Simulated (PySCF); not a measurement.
C₂H₄F₂Si, SMILES [SiH3]/C(F)=C\F.

Geometry optimised at PBE-D3(BJ)/def2-SVP. The structure was generated by enumeration; whether it is a known compound was not checked.

All values below come from PBE-D3(BJ)/def2-SVP in PySCF.

Frequencies are harmonic and unscaled.

| mode | ν (cm⁻¹) | IR (km/mol) | moving atoms (share of kinetic energy) |
|---|---|---|---|
| 1 | 73 | 0.0 | H 95 % |
| 2 | 157 | 1.2 | F 52 %, Si 29 %, H 11 % |
| 3 | 294 | 9.3 | F 54 %, Si 22 %, H 13 %, C 11 % |
| 4 | 295 | 5.3 | C 49 %, H 38 %, F 13 % |
| 5 | 338 | 1.2 | C 54 %, F 30 %, H 15 % |
| 6 | 506 | 3.8 | F 34 %, H 29 %, C 24 %, Si 13 % |
| 7 | 596 | 2.7 | F 49 %, C 25 %, Si 18 %, H 9 % |
| 8 | 654 | 26.0 | H 54 %, C 24 %, Si 12 %, F 10 % |
| 9 | 657 | 47.7 | H 67 %, C 22 %, Si 10 % |
| 10 | 822 | 23.5 | H 67 %, C 32 % |
| 11 | 872 | 194.5 | H 90 %, Si 9 % |
| 12 | 898 | 34.6 | H 97 % |
| 13 | 911 | 40.4 | H 97 % |
| 14 | 1161 | 169.6 | C 66 %, F 32 % |
| 15 | 1174 | 61.9 | C 41 %, H 29 %, F 29 % |
| 16 | 1264 | 0.4 | H 58 %, C 39 % |
| 17 | 1668 | 34.3 | C 94 % |
| 18 | 2174 | 58.6 | H 98 % |
| 19 | 2179 | 88.8 | H 96 % |
| 20 | 2204 | 65.0 | H 96 % |
| 21 | 3117 | 5.8 | H 91 %, C 9 % |
